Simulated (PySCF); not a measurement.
C2H2BF, SMILES C#CBF. Atoms are numbered in the order given.

```xyz
6

B     -0.5254    -0.7030     0.0000
C     -0.1185     0.7685     0.0000
C      0.1541     1.9677     0.0000
H      0.4017     3.0219     0.0000
F      0.4113    -1.6522     0.0000
H     -1.6904    -1.0544     0.0000
```
Charge 0, spin multiplicity 1.

Geometry: PBE-D3(BJ)/def2-SVP.

All values below come from TDA-CAM-B3LYP/def2-SVPD (PySCF).

Vertical excitations. Gas-phase values at a fixed geometry. State labels are in the subgroup Cs.

Computed excitation energies, oscillator strengths and character:
| state | symmetry | energy (eV) | λ (nm) | f | main pairs |
|---|---|---|---|---|---|
| S1 | A" | 4.68 | 265 | 0.001 | HOMO→LUMO 97 % |
| S2 | A' | 5.72 | 217 | 0.047 | HOMO−1→LUMO 67 %, HOMO→LUMO+1 20 % |
| S3 | A" | 6.49 | 191 | 0.008 | HOMO−2→LUMO 91 % |
| S4 | A" | 6.66 | 186 | 0.000 | HOMO−1→LUMO+1 62 %, HOMO−1→LUMO+2 21 % |
| S5 | A' | 8.22 | 151 | 0.123 | HOMO→LUMO+2 51 %, HOMO→LUMO+1 38 % |
| S6 | A" | 8.59 | 144 | 0.094 | HOMO−1→LUMO+2 74 %, HOMO−1→LUMO+1 20 % |
| S7 | A' | 8.68 | 143 | 0.538 | HOMO→LUMO+2 26 %, HOMO−1→LUMO+5 21 %, HOMO→LUMO+1 18 %, HOMO−1→LUMO 17 % |
| S8 | A' | 8.97 | 138 | 0.075 | HOMO→LUMO+3 67 %, HOMO→LUMO+4 16 % |
| S9 | A" | 8.99 | 138 | 0.002 | HOMO→LUMO+5 90 % |
| S10 | A' | 9.10 | 136 | 0.014 | HOMO−2→LUMO+1 82 % |
| T1 | A' | 4.17 | 298 | 0 | HOMO−1→LUMO 89 % |
| T2 | A" | 4.29 | 289 | 0 | HOMO→LUMO 93 % |
| T3 | A' | 5.28 | 235 | 0 | HOMO→LUMO+1 56 %, HOMO→LUMO+2 24 %, HOMO→LUMO+3 9 % |
| T4 | A" | 5.88 | 211 | 0 | HOMO−2→LUMO 90 % |
Triplets are in the Tamm–Dancoff approximation.
